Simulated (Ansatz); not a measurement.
A run for Ansatz (a first-principles code): R-CCSD(T)/cc-pV(D+d)Z on FH4NOSi (SMILES N[SiH](O)F), a point of a torsion scan. Files ending in .json are basis or fitting sets from the Basis Set Exchange.

Ansatz 0.2 input:
```yaml
crystal:
  periodic: [false, false, false]
  atoms:
    - {symbol: N, position_ang: [1.24915758, -0.35040096, -0.19661002]}
    - {symbol: Si, position_ang: [-0.27343887, 0.40235290, 0.06828497]}
    - {symbol: O, position_ang: [-1.45978589, -0.44239679, -0.62636224]}
    - {symbol: F, position_ang: [-0.15534926, 1.81568855, -0.68047830]}
    - {symbol: H, position_ang: [2.07220816, 0.22058308, -0.09815963]}
    - {symbol: H, position_ang: [1.42369908, -1.26429244, 0.18661986]}
    - {symbol: H, position_ang: [-0.69848518, 0.72031278, 1.41690149]}
    - {symbol: H, position_ang: [-1.30898850, -1.28674619, -1.03914451]}
basis:
  gaussian:
    orbitals: cc-pV_D+d_Z.json
magnetization: {spin_polarized: false}
correlation: {method: ccsd_t, electrons: outside_noble_gas}
scf: {lower_state_search: off}
```

Problem. Predict the final total energy.

Solution. -520.8533 hartree (reference determinant -520.1730, T1 diagnostic 0.011).

Problem. How many basis functions does it have, and what does it roughly cost on one machine?

Solution. 85 functions; roughly 8 core-seconds.
